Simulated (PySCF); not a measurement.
**HfO: from constants to spectrum**

RHF-CCSD(T) constants of HfO, singlet, closed shell (Hf x2c-TZVPPall, O x2c-TZVPPall; spin-free X2C with a Gaussian nucleus (PySCF 2.14); masses 179.9465 and 15.9949 u):

```
ωe                     : 980.2 cm⁻¹
ωexe                   : 3.2 cm⁻¹
Be                     : 0.38168 cm⁻¹
αe                     : 0.00162 cm⁻¹
De to Hf (5d2 6s2) + O : 8.62 eV
```

(1) What force constant and bond length do these constants imply?

(2) Estimate the centrifugal constant D from the Kratzer relation and find the Dunham coefficient a1.

Correlated steps freeze 24 core orbitals. These are scalar-relativistic numbers at best; spin–orbit coupling would shift them, the dissociation energy most. Where the molecule has an RHF reference, its open-shell atoms are computed with UHF. The CCSD T1 diagnostic is raised, a sign that a single reference may not be enough here.

## Answers

(1) Reduced mass μred = 14.689 u; k = 5.8918×10⁻⁷·μred·ωe² (u, cm⁻¹, mdyn/Å) = 8.32 mdyn/Å; Re = √(16.8576/(μred·Be)) (u, cm⁻¹, Å) = 1.734 Å.

(2) D = 4Be³/ωe² = 2.31e-07 cm⁻¹; a1 = −1 − αeωe/(6Be²) = -2.82.
